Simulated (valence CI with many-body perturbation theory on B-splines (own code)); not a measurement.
**Xe21+: magnetic and hyperfine properties of the levels**

Computed by valence CI with perturbative core correlation (CI+MBPT): five valence electrons over a frozen Dirac-Fock core [Ar] 3d10, a basis of 11 s, 11 p, 10 d, 8 f, 5 g, 2 h functions for each j, with the one-electron correlation potential Σ1, the two-electron term Σ2, the three-electron term Σ3, Breit, model QED; selected CI, second order for the rest, scaled by the run's own slope (own B-spline code, finite nucleus).

No measured spectrum was set against this ion. As an estimate, levels hold to about 250 cm⁻¹ or 0.2 % of their energy and the worst to 1 %, as in measured heavy ions of charge 2 to 7; those with d or f electrons hold less well. Among the levels kept, up to 2100 cm⁻¹ of a level comes from second order outside the variational space, and about a tenth of that is noise between levels of different J, which matters for small intervals.

A/g_I is the dipole constant over the nuclear g factor μ/I (μ in nuclear magnetons, uniformly magnetised nucleus), B/Q the quadrupole constant per barn. Both hold the static response of the core; the bare values leave it out. Large factors of s and p1/2 electrons are usually good to 5 to 10 %; those of open d and f shells near neutrality can be off by tens of per cent, and small factors of p3/2, d and f electrons come from cancelling terms and can be off by a factor of two or in sign, in half-filled shells by more. B is blank for J = 1/2, where it vanishes, and for nearly pure S terms. Energies count from the lowest level.

Levels are named by their leading jj configuration (3d3/2^4 stands for four electrons in 3d with j = 3/2), which in mixed levels can hold well under half, so a name can repeat and another be missing. Letters in brackets count levels of one name in rising energy.

```
                             Level  E (eV)      g  A/g_I (MHz)  A/g_I bare  B/Q (MHz/b)  B/Q bare
        (4s^2 4p1/2^2 4p3/2) J=3/2    0.00  1.498        12000       11200        19800     18800
        (4s^2 4p1/2 4p3/2^2) J=3/2   13.38  1.368          683         530        10200      9720
        (4s^2 4p1/2 4p3/2^2) J=5/2   16.49  1.199        29700       28300        -87.6     -76.1
        (4s^2 4p1/2 4p3/2^2) J=1/2   20.61  0.663        91100       87100                       
              (4s^2 4p3/2^3) J=3/2   34.17  1.265        15100       14300       -30100    -28500
        (4s 4p1/2^2 4p3/2^2) J=5/2   63.26  1.536        68500       65300        14700     14000
        (4s 4p1/2^2 4p3/2^2) J=3/2   70.77  1.389        -5960       -5670       -19200    -18200
        (4s 4p1/2^2 4p3/2^2) J=1/2   71.46  2.393       236000      225000                       
      (4s 4p1/2 4p3/2^3) J=3/2 [a]   80.10  1.263        35600       34000       -21400    -20300
          (4s 4p1/2 4p3/2^3) J=5/2   84.11  1.258        79600       76000       -40900    -38800
        (4s^2 4p1/2^2 4d3/2) J=3/2   86.18  0.727         2720        2830         2970      2820
          (4s 4p1/2 4p3/2^3) J=1/2   89.27  1.444         2630        2540                       
        (4s^2 4p1/2^2 4d5/2) J=5/2   90.79  1.170         3370        3370         9010      8550
      (4s 4p1/2 4p3/2^3) J=3/2 [b]   90.84  1.117        10100        9630         3960      3770
(4s^2 4p1/2 4p3/2 4d3/2) J=5/2 [a]   97.92  0.942        22800       21800        -8060     -7650
(4s^2 4p1/2 4p3/2 4d3/2) J=1/2 [a]   99.01  0.287        57700       55500                       
    (4s^2 4p1/2 4p3/2 4d3/2) J=7/2  100.05  1.144        16700       15900         8850      8410
(4s^2 4p1/2 4p3/2 4d3/2) J=3/2 [a]  100.52  1.031        12100       11700       -12700    -12100
(4s^2 4p1/2 4p3/2 4d5/2) J=7/2 [a]  101.01  1.291         1560        1550        29300     27800
    (4s^2 4p1/2 4p3/2 4d5/2) J=9/2  103.93  1.237        15300       14700        11300     10700
(4s^2 4p1/2 4p3/2 4d5/2) J=5/2 [a]  105.25  1.195        13700       13200       -12200    -11600
                (4s 4p3/2^4) J=1/2  106.06  1.262       186000      177000                       
(4s^2 4p1/2 4p3/2 4d5/2) J=3/2 [a]  106.56  1.201        -6490       -6130         -694      -669
(4s^2 4p1/2 4p3/2 4d3/2) J=5/2 [b]  109.92  1.401         8900        8540         7.04      8.62
(4s^2 4p1/2 4p3/2 4d5/2) J=7/2 [b]  110.13  1.044        17400       16700        21200     20100
(4s^2 4p1/2 4p3/2 4d3/2) J=3/2 [b]  110.79  1.460        10700       10300        -7200     -6840
(4s^2 4p1/2 4p3/2 4d3/2) J=1/2 [b]  110.94  2.036        43800       41600                       
(4s^2 4p1/2 4p3/2 4d5/2) J=3/2 [b]  114.17  0.877        21700       20900        10800     10300
(4s^2 4p1/2 4p3/2 4d5/2) J=5/2 [b]  115.81  1.100         1380        1370        20600     19600
    (4s^2 4p1/2 4p3/2 4d5/2) J=1/2  117.38  0.964       -23400      -22100                       
        (4s^2 4p3/2^2 4d5/2) J=7/2  118.19  1.237         7900        7590         7020      6670
        (4s^2 4p3/2^2 4d5/2) J=9/2  119.61  1.205         8890        8550        26900     25500
        (4s^2 4p3/2^2 4d3/2) J=1/2  121.63  1.048         1400        1060                       
    (4s^2 4p3/2^2 4d3/2) J=3/2 [a]  123.12  1.104        10900       10400       -10800    -10200
        (4s^2 4p3/2^2 4d3/2) J=5/2  123.90  1.193        15400       14800        -8280     -7860
        (4s^2 4p3/2^2 4d3/2) J=7/2  127.55  1.120        12700       12100        -2040     -1890
    (4s^2 4p3/2^2 4d5/2) J=5/2 [a]  127.69  1.205         4070        4040        35600     33800
    (4s^2 4p3/2^2 4d3/2) J=3/2 [b]  129.60  1.125         7230        7060        -2.93      24.0
        (4s^2 4p3/2^2 4d5/2) J=1/2  130.38  1.893        54200       52100                       
        (4s^2 4p3/2^2 4d5/2) J=3/2  134.37  0.957         6730        6630         6410      6100
```

Take the isotope of mass number 131, with I = 3/2, μ = 0.69185 μN and Q = -0.114 b. What is the hyperfine structure of (4s 4p1/2^2 4p3/2^2) J=5/2?

From the table A = 31600 MHz, B = -1670 MHz. Shifts from the centre of gravity in MHz: F = 1: -167000, F = 2: -103000, F = 3: -6980, F = 4: 118000.
